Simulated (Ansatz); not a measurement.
```xyz
3

Si    1.3200    0.0000    0.0000
Si   -0.6600    1.1432    0.0000
Si   -0.6600   -1.1432    0.0000
```

Basis set: def2-SVP (spherical functions). Charge 0, multiplicity 3.

Computed with Ansatz (development build ahead of 0.2.0); each method stands on the lowest determinant of its kind that the runs found. Restricted functionals stand beside restricted open-shell atoms, which can lie above the unrestricted atoms usual in DFT and then raise those values.

Problem. Give the atomization energy at this shape (free ground-state atoms in the same class of orbitals less the molecule, no zero-point energy) of triplet Si₃ by PBE0 (unrestricted), PBE0 (restricted open-shell), UHF, ROHF.

Solution.

```
                      method  atomization energy
         PBE0 (unrestricted)             7.36 eV
PBE0 (restricted open-shell)             7.42 eV
                         UHF             3.65 eV
                        ROHF             3.79 eV
```
